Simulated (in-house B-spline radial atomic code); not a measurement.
**BHandHLYP excitations of Ca**

Method: BHandHLYP. Computed with an all-electron radial atomic-structure program (B-spline basis): linear response of the closed shell [Ar] 4s2 with the functional's adiabatic kernel; non-relativistic, point nucleus, no spin-orbit coupling, no double excitations, S, P, D and F terms only; shells from n = 2 respond.

Command:
```bash
python run_td.py task.json out
```
Settings (radii: box in bohr, nucleus in fm):
```
Z                        20
electrons                20
configuration            [Ar] 4s2
hamiltonian              nr
method                   bhandhlyp
box_radius               75
intervals                58
```

Cost of the run: 0.4 s on 1 thread of Intel(R) Xeon(R) 6975P-C (Granite Rapids), with other jobs on the host.

The lowest states, in the order of their Tamm-Dancoff energies; the method's threshold (minus the highest occupied level) is 4.727 eV. Labels give the largest channel, * marks a mixed state, and oscillator strengths are full-response dipole values. Measured ¹D terms are left out, since they can mix with doubly excited terms. Semilocal kernels can invert the small singlet-triplet splittings of Rydberg terms. Energies in eV:

```
     state  full response  Tamm-Dancoff  oscillator strength  measured (J-weighted term)
4s → 4p 3P          1.702         1.806                    -                       1.892
4s → 3d 3D          1.890         1.928                    -                       2.524
4s → 3d 1D              ?             ?                    -                           -
4s → 4p 1P          2.987         3.135                  1.8                       2.933
4s → 5s 3S          3.622         3.624                    -                       3.910
4s → 5s 1S          3.764         3.773                    -                       4.131
4s → 5p 3P          4.067         4.070                    -                       4.534
4s → 4d 1D          4.158         4.158                    -                           -
4s → 5p 1P              ?             ?                    ?                           ?
4s → 4d 3D          4.206         4.206                    -                       4.681
```

**Question.** Where does 4s → 3d 1D lie?

**Answer.** At 2.423 eV in full response, 2.444 eV in Tamm-Dancoff.

**Question.** Where does 4s → 5p 1P lie?

**Answer.** At 4.148 eV in full response, 4.174 eV in Tamm-Dancoff, oscillator strength 0.0918; measured 4.554 eV.

**Question.** How large is the singlet-triplet splitting of 4s → 3d (D terms) in Tamm-Dancoff?

**Answer.** 0.516 eV, from the unrounded values.

**Question.** What polarisabilities and dispersion coefficient does the method give?

**Answer.** Dipole 159.7 bohr³, quadrupole 3265 bohr⁵, C6 2219 hartree·bohr⁶ for two such species. Recommended dipole value: 160.8 ± 4 bohr³ (Schwerdtfeger and Nagle, table of static dipole polarizabilities (2023 update)), which includes relativity and correlation.
